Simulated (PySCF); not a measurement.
I2, charge -1, doublet, geometry from GFN2-xTB (a state made from the parent by changing its charge; the spin is typed, not shown lowest) (core potentials on I); PySCF with HF/def2-SV(P).

Input for PySCF:
```python
from pyscf import gto, scf

mol = gto.M(
    atom='''
I    -0.000000   -0.000000   -1.707770
I     0.000000    0.000000    1.707770
''',
    basis='def2-sv(p)',
    ecp={'I': 'def2-sv(p)'},
    charge=-1,
    spin=1,
    verbose=4,
)

mf = scf.UHF(mol)
mf.kernel()
```

It wrote (shortened):

```
PySCF version 2.14.0

[INPUT] verbose = 4
[INPUT] num. atoms = 2
[INPUT] num. electrons = 51
[INPUT] charge = -1
[INPUT] spin (= nelec alpha-beta = 2S) = 1
[INPUT] symmetry False subgroup None
[INPUT] Mole.unit = angstrom
[INPUT] Symbol           X                Y                Z      unit          X                Y                Z       unit  Magmom
[INPUT]  1 I      0.000000000000   0.000000000000  -1.707770000000 AA    0.000000000000   0.000000000000  -3.227217583748 Bohr   0.0
[INPUT]  2 I      0.000000000000   0.000000000000   1.707770000000 AA    0.000000000000   0.000000000000   3.227217583748 Bohr   0.0

nuclear repulsion = 96.8326404682715
number of shells = 20
number of NR pGTOs = 122
number of NR cGTOs = 52
basis = def2-sv(p)
ecp = {'I': 'def2-sv(p)'}

******** <class 'pyscf.scf.uhf.UHF'> ********
method = UHF
initial guess = minao
damping factor = 0
level_shift factor = 0
DIIS = <class 'pyscf.scf.diis.CDIIS'>
diis_start_cycle = 1
diis_space = 8
diis_damp = 0
SCF conv_tol = 1e-09
SCF conv_tol_grad = None
SCF max_cycles = 50
direct_scf = True
direct_scf_tol = 1e-13
number electrons alpha = 26  beta = 25
Set gradient conv threshold to 3.16228e-05
init E= -528.810890394003

cycle= 1 E= -591.796499136277  delta_E=  -63  |g|= 2.02  |ddm|= 7.31
cycle= 2 E= -593.274483574904  delta_E= -1.48  |g|= 0.695  |ddm|= 4.32
cycle= 3 E= -593.401790845453  delta_E= -0.127  |g|= 0.0274  |ddm|= 0.73
cycle= 4 E= -593.402449583357  delta_E= -0.000659  |g|= 0.00846  |ddm|= 0.0667
cycle= 5 E= -593.402525433451  delta_E= -7.59e-05  |g|= 0.00311  |ddm|= 0.0223
cycle= 6 E= -593.402538681346  delta_E= -1.32e-05  |g|= 0.00077  |ddm|= 0.0103
cycle= 7 E= -593.402539732  delta_E= -1.05e-06  |g|= 0.000147  |ddm|= 0.00345
cycle= 8 E= -593.402539768692  delta_E= -3.67e-08  |g|= 4.91e-05  |ddm|= 0.000387
cycle= 9 E= -593.402539773588  delta_E= -4.9e-09  |g|= 7.1e-06  |ddm|= 0.000148
cycle= 10 E= -593.402539773683  delta_E= -9.45e-11  |g|= 1.04e-06  |ddm|= 3.02e-05
Extra cycle  E= -593.402539773684  delta_E= -1.25e-12  |g|= 4.54e-07  |ddm|= 2.77e-06
converged SCF energy = -593.402539773684  <S^2> = 0.76455797  2S+1 = 2.0145054
```
